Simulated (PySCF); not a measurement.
## Working out the excitation energy of N

N [He] 2s2 2p3 (4S) → N [He] 2s1 2p4 (4P). Calculation: PySCF 2.14, in def2-TZVPPD; the non-relativistic Hamiltonian (point nucleus). Frozen: nothing. Energies in hartree (1 hartree = 27.21139 eV):

| part | N (lower) | N (upper) |
| --- | --- | --- |
| UHF | -54.402769 | -54.001233 |
| CCSD correlation | -0.129289 | -0.131491 |
| (T) | -0.002466 | -0.004551 |

Problem. What does Hartree-Fock give?

Solution. (-54.001233) − (-54.402769) = 0.401536 hartree = 10.926 eV.

Problem. What do CCSD and CCSD(T) give?

Solution. The CCSD correlation energies differ by -0.002202 hartree = -0.060 eV and the triples by -0.002085 hartree = -0.057 eV, so CCSD gives 10.866 eV and CCSD(T) 10.809 eV.

Measured between the centres of the two terms (NIST): 10.927 eV, so CCSD(T) (valence and next inner shell) is off by -0.118 eV.

What remains against the reference includes basis incompleteness and higher excitations.
